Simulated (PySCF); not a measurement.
## Löwdin shares of the frontier orbitals

Compound: C₅H₁₄Al₂O₂.
Structure used (PBE0-D3(BJ)/def2-SVP), in Å, numbered top down from 1:
```xyz
23
C5H14Al2O2 angstrom
C      2.896   -0.769   -0.473
C      1.784   -0.154   -0.037
C      1.863    1.039    0.876
Al     0.050   -0.843   -0.629
O     -1.171   -0.893    0.781
C     -1.141   -1.669    1.957
Al    -2.316    0.479    0.261
O     -1.091    0.544   -1.139
C     -1.009    1.406   -2.250
H      2.857   -1.641   -1.138
H      3.905   -0.434   -0.188
H      2.901    1.336    1.102
H      1.346    1.912    0.440
H      1.350    0.843    1.834
H     -0.031   -2.108   -1.589
H     -1.836   -2.520    1.880
H     -0.125   -2.057    2.127
H     -1.423   -1.056    2.828
H     -2.184    1.739    1.228
H     -3.736   -0.058   -0.215
H      0.002    1.366   -2.685
H     -1.737    1.116   -3.025
H     -1.208    2.446   -1.945
```

Computed, not measured: PySCF 2.14.0, density-fitted response routines, TDDFT CAM-B3LYP/def2-SVPD, vertical, gas phase, core orbitals frozen in the response.

Kohn–Sham orbitals with the atoms that hold most of them (Löwdin shares over 4%, at most four atoms; ? is withheld):

| orbital | ε (eV) | atoms |
| --- | --- | --- |
| HOMO-3 | -10.16 | H15 23%, Al4 20%, O8 11%, O5 11% |
| HOMO-2 | -9.26 | Al7 30%, H19 23%, H20 22%, C2 6% |
| HOMO-1 | -8.70 | ? |
| HOMO | ? | C1 38%, C2 35%, C3 9% |
| LUMO | 0.40 | ? |
| LUMO+1 | 0.75 | Al7 27%, Al4 23%, C6 5%, C9 5% |
| LUMO+2 | 1.21 | C1 23%, C2 20%, Al7 11%, Al4 6% |

Give the leading atoms of the LUMO.

Al7 (bonded to 2 O and 2 H) 18%; Al4 (bonded to C, 2 O and H) 11%; C9 (bonded to O and 3 H) 8%; C6 (bonded to O and 3 H) 8%. By element: aluminium 29%, carbon 15% or more.

Which atoms hold the HOMO-1, and with what shares?

C2 (bonded to Al and 2 C) 27%; Al4 (bonded to C, 2 O and H) 17%; H15 (bonded to Al) 12%; C3 (bonded to C and 3 H) 7%. By element: carbon 34% or more, aluminium 17% or more, hydrogen 12% or more.

What is the HOMO energy, and the HOMO–LUMO gap?

ε(HOMO) = -8.57 eV; the gap is 8.98 eV (0.3299 hartree).

How does S1 compare with the orbital gap of 8.98 eV?

S1 is at 5.80 eV (f = 0.0001), 3.18 eV below the gap, made of HOMO-1→LUMO (49%), HOMO-1→LUMO+2 (38%). Its leading pair isn't HOMO and LUMO; the energies of that pair differ by 9.11 eV. Without the coupling terms of the response equations the lowest excitation would equal the gap.

One configuration dominates each of S3 and S6. Which, and how do the shares of the two leading atoms of either orbital change from the occupied to the empty one?

- S3 (6.53 eV, f 0.204), HOMO→LUMO (75%): C1 38% → at most 8%, C2 35% → at most 8%, Al7 at most 4% → 18%, Al4 at most 4% → 11%
- S6 (7.13 eV, f 0.045), HOMO-1→LUMO+1 (74%): C2 27% → at most 5%, Al4 17% → 23%, Al7 at most 8% → 27%

On one thread, Arm Neoverse V2 (aarch64), shared host with 96 logical CPUs at a one-minute load of 47, this took 8.7 min wall and 1.8 GiB of memory at its peak.

One conformer stands for the species.
